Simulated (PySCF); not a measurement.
## `C#CC(=C=O)CBr`, C5H3BrO

Molfile (atoms numbered from 1):
```
C5H3BrO
     RDKit          3D

 10  9  0  0  0  0  0  0  0  0999 V2000
   -2.1182   -1.1050   -0.0799 C   0  0  0  0  0  0  0  0  0  0  0  0
   -0.9787   -0.7467    0.0299 C   0  0  0  0  0  0  0  0  0  0  0  0
    0.3403   -0.2386    0.1525 C   0  0  0  0  0  0  0  0  0  0  0  0
    1.3340   -1.0909    0.2024 C   0  0  0  0  0  0  0  0  0  0  0  0
    2.1988   -1.8556    0.2938 O   0  0  0  0  0  0  0  0  0  0  0  0
    0.5488    1.2368    0.1230 C   0  0  0  0  0  0  0  0  0  0  0  0
    0.5542    1.9581   -1.7338 Br  0  0  0  0  0  0  0  0  0  0  0  0
   -3.1106   -1.4289   -0.1778 H   0  0  0  0  0  0  0  0  0  0  0  0
   -0.2689    1.7528    0.6215 H   0  0  0  0  0  0  0  0  0  0  0  0
    1.5092    1.5227    0.5459 H   0  0  0  0  0  0  0  0  0  0  0  0
  1  2  3  0
  2  3  1  0
  3  4  2  0
  4  5  2  0
  3  6  1  0
  6  7  1  0
  1  8  1  0
  6  9  1  0
  6 10  1  0
M  END
```

Computed with quadratic response B3LYP/def2-SVPD first hyperpolarisability, Taylor convention, gas phase in PySCF. Geometry: GFN2-xTB.

The calculation is non-relativistic, which matters for the atoms heavier than Zn.

(1) Give the tensor of the static β(0;0,0) in the axes of these coordinates.

Answers

(1) In au, Taylor convention; rows are the first index (the induced dipole):
```csv
,xx,yy,zz,xy,xz,yz
x,+85.2,-27.6,+15.7,+24.9,+12.8,+18.1
y,+24.9,-316.2,-96.6,-27.6,+18.1,+143.2
z,+12.8,+143.2,+111.7,+18.1,+15.7,-96.6
```
Norm of βᵢ = ⅓ Σⱼ (βᵢⱼⱼ + βⱼᵢⱼ + βⱼⱼᵢ): 477.0 au, hyper-Rayleigh value 194.8 au.
